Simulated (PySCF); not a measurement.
Which level of theory gave which numbers?

C4H4F2O.
SMILES: `F[C@@H]1C=CO[C@@H]1F`

The closed-shell ground state was solved 5 times with PySCF (density fitting, gas phase), always with PBE0, in these basis sets: 6-311+G(2d,p), STO-3G, def2-SVP, def2-TZVP and pcSseg-0. Geometry: PBE0-D3(BJ)/def2-SVP, one conformer, isolated molecule.

| row | total energy (Eh) | HOMO (eV) | LUMO (eV) | dipole (D) |
| --- | --- | --- | --- | --- |
| P | -428.2416 | -7.48 | -0.28 | 3.16 |
| Q | -429.4291 | -7.24 | -0.27 | 2.70 |
| R | -428.9281 | -7.19 | -0.08 | 2.64 |
| S | -423.4843 | -4.28 | 3.42 | 1.27 |
| T | -429.3873 | -7.29 | -0.44 | 2.83 |

Which basis belongs to which row?

P = pcSseg-0, Q = def2-TZVP, R = def2-SVP, S = STO-3G, T = 6-311+G(2d,p). From the lowest total energy up: def2-TZVP (241 functions) 0 eV; 6-311+G(2d,p) (213 functions) +1.14 eV; def2-SVP (118 functions) +13.63 eV; pcSseg-0 (71 functions) +32.31 eV; STO-3G (39 functions) +161.77 eV.
